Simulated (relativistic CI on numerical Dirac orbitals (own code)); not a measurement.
# Pd+: 4p photoemission

Computed with this model: Dirac-Coulomb-Breit CI, orbitals from a KLI potential per configuration, model QED, valence Slater integrals scaled by 0.7, multiplet model of photoemission in the sudden approximation; configurations [Kr] 4d9 → [Ar] 3d10 4s2 4p5 4d9; 300 K; Lorentzian 1.2 eV and Gaussian 0.6 eV FWHM. Energies are those of the free ion, without screening or charge transfer. The energies are binding energies and can lie tens of eV above those of solids. S is read from ⟨S²⟩ = S(S + 1).

Field parameters in Wybourne normalisation: Td as Oh with Dq negative (B⁴₀ = 21Dq, B⁴₄ = √(5/14) B⁴₀). The field is a parameter set, without covalency.

Computed curve for Td, 10Dq = -4200 cm⁻¹, scaled to 100 at the maximum (points under 2 are left out and the grid is thinned):

```
Energy (eV)  Intensity
       64.4        2.1
       64.8        2.4
       65.4        3.0
       65.8        3.5
       66.4        4.6
       66.8        5.6
       67.4        8.2
       67.8       11.0
       68.4       19.6
       68.8       32.3
       69.4       73.1
       69.8       98.5
       70.4       85.5
       70.8       66.5
       71.2       52.0
       71.8       36.7
       72.2       33.0
       72.8       40.3
       73.2       49.6
       73.8       73.2
       74.2       71.2
       74.8       42.6
       75.2       30.4
       75.8       25.8
       76.2       32.7
       76.8       48.0
       77.2       41.1
       77.6       28.2
       78.2       21.6
       78.6       26.8
       79.2       44.8
       79.6       44.2
       80.2       22.6
       80.6       13.3
       81.2        7.2
       81.6        5.3
       82.2        3.7
       82.6        3.0
       83.2        2.3
       83.6        2.0
```

The ground state has S = 0.50, and the centroid lies at 73.54 eV.
